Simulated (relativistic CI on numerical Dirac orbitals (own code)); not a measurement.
## Eu³⁺: what numerical and physical settings do to a radial Dirac CI calculation

Reference input:

```
atom Eu  Z=63  charge=3  electrons=60
nucleus A=153  rms_radius_fm=5.1115
hamiltonian dirac-coulomb  breit=on  qed=on  c_scale=1
orbitals kli  potential=per-configuration
slater_scale 1
correlation none
mixing on
grid step=0.0125 r_max=50.3
scf mixing=0.4 start=green max_iterations=150 tolerance=2e-08 node_fill=0.05
configurations
  [Xe] 4f6
end
```

Computed lowest total energy -10829.09710 Ha, first excitation 352.8 cm⁻¹, 14 SCF steps. Runs with settings changed; * marks those that are bad on purpose:

| Changed | Outcome | Lowest level | ΔE (Ha) | First excitation (cm⁻¹) | SCF steps | Message |
| --- | --- | --- | --- | --- | --- | --- |
| QED terms off, Slater scale 0.6, Breit term off | converged | 4f⁶ ⁷F0 | -16.3 | 632.0 | 14 |  |
| grid step 0.03, nuclear radius 5.6227 fm | converged | 4f⁶ ⁷F0 | 0.138 | 352.8 | 14 |  |
| SCF tolerance 1e-10 | converged | 4f⁶ ⁷F0 | -1.49e-09 | 352.8 | 17 |  |
| grid step 0.15 * | converged | 4f⁶ ⁷F0 | 0.119 | 344.5 | 13 | orbitals of one symmetry overlap by 2.3e-04 |
| SCF mixing 1.3 * | converged | 4f⁶ ⁷F0 | -5.09e-09 | 352.8 | 17 |  |

With so few configurations and no correlation, terms lie too far apart (by 10 to 50 % near neutrality), their order can be wrong, and levels of other configurations are missing.
